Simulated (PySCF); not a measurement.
C₃H₁₀Si₃. Atoms are numbered in the order given.

```xyz
16

C      3.3377     0.3434     0.0000
C      2.1784    -0.3267     0.0000
C      0.8143     0.2764     0.0000
Si    -0.3842    -0.1732    -1.4433
Si    -2.2160     0.2136     0.0000
Si    -0.3842    -0.1732     1.4433
H      3.3668     1.4381     0.0000
H      4.2970    -0.1803     0.0000
H      2.2091    -1.4245     0.0000
H      0.8786     1.3816     0.0000
H     -0.2662    -1.6298    -1.7537
H     -0.1761     0.6092    -2.6973
H     -3.3874    -0.7070     0.0000
H     -2.6800     1.6330     0.0000
H     -0.1761     0.6092     2.6973
H     -0.2662    -1.6298     1.7537
```

Coordinates come from a B3LYP-D3(BJ)/def2-SVP optimisation. The structure was generated by enumeration, and PubChem lists no compound with its InChIKey, so it may never have been made. The values are those of a single conformer.

Calculation: PBE/pcSseg-1 in PySCF.

GIAO shieldings, no solvent; atoms listed in one row are averaged. δ = σ(ref) − σ: ¹³C against TMS (σ = 182.0 ppm); ²⁹Si against TMS (σ = 335.4 ppm); ¹H against TMS (σ = 31.49 ppm), references at their B3LYP-D3(BJ)/def2-TZVP geometries, non-relativistic.

Computed chemical shifts:
```csv
nucleus,atoms,count,δ (ppm)
¹³C,C2,1,149.1
¹³C,C1,1,116.5
¹³C,C3,1,30.7
²⁹Si,"Si4, Si6",2,-52.9
²⁹Si,Si5,1,-107.7
¹H,H9,1,6.30
¹H,H7,1,5.34
¹H,H8,1,5.17
¹H,"H12, H15",2,5.05
¹H,"H16, H11",2,4.85
¹H,"H13, H14",2,4.07
¹H,H10,1,2.54
```
